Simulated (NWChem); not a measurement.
System: C2H2FI; SMILES F/C=C\I

def2 effective core potentials on I; no spin-orbit coupling.

### Question
Give the equilibrium geometry at PBE-D3(BJ)/def2-SVP with def2 effective core potentials on I (NWChem) as a Z-matrix, with the point group.

### Answer
point group Cs; any orientation.
```
C
C 1 1.3409
F 2 1.3345 1 124.07
H 1 1.0981 2 120.74 3 180.00
H 2 1.1042 3 113.35 1 180.00
I 1 2.0949 4 115.99 2 180.00
```
